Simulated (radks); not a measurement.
Gd2+, 62 electrons, occupied as [Kr] 4d10 4f7 5s1 5p6 5d1 6p1 (not the ground configuration). Method: scalar-relativistic Kohn-Sham, r2SCAN, spin-polarised, spherical densities, finite nucleus; open shells are filled with parallel spins first (spin-orbit coupling, left out, can overturn this in heavy ions); meta-GGA in the generalised Kohn-Sham scheme; Fermi nuclear charge, rms radius 5.1569 fm; computed with a radial shooting solver on a logarithmic mesh with Libxc functionals. Some entries of the table are withheld. Estimate them.

| orbital | occ. | eigenvalue (hartree) | <r> (bohr) |
|---|---|---|---|
| 1s up | 1 | -1844.538 | 0.02191 |
| 1s down | 1 | -1844.533 | 0.02191 |
| 2s up | 1 | -305.9925 | 0.09326 |
| 2s down | 1 | -305.9884 | 0.09326 |
| 2p up | 3 | -272.2689 | 0.08237 |
| 2p down | 3 | -272.2640 | 0.08237 |
| 3s up | 1 | -68.77496 | 0.2441 |
| 3s down | 1 | -68.64621 | 0.2438 |
| 3p up | 3 | -58.27244 | 0.2429 |
| 3p down | 3 | -58.14284 | 0.2425 |
| 3d up | 5 | -44.39371 | 0.2214 |
| 3d down | 5 | -44.29094 | 0.2209 |
| 4s up | 1 | -14.73948 | 0.5533 |
| 4s down | 1 | -14.42976 | 0.5533 |
| 4p up | 3 | -11.26120 | 0.5854 |
| 4p down | 3 | -10.95068 | 0.5853 |
| 4d up | 5 | -6.43033 | 0.6363 |
| 4d down | 5 | -6.11427 | 0.6364 |
| 5s up | 1 | -2.71236 | 1.306 |
| 5s down | 0 | -2.48474 | 1.345 |
| 5p up | 3 | (1) | (2) |
| 5p down | 3 | (3) | (4) |
| 4f up | 7 | -1.20126 | 0.8280 |
| 4f down | 0 | -0.89505 | 0.8621 |
| 5d up | 1 | -0.74381 | 2.125 |
| 5d down | 0 | -0.61742 | 2.179 |
| 6p up | 1 | -0.48307 | 3.867 |

Answer. 
(1) 5p up eigenvalue (hartree): -1.82495
(2) 5p up <r> (bohr): 1.495
(3) 5p down eigenvalue (hartree): -1.64657
(4) 5p down <r> (bohr): 1.547
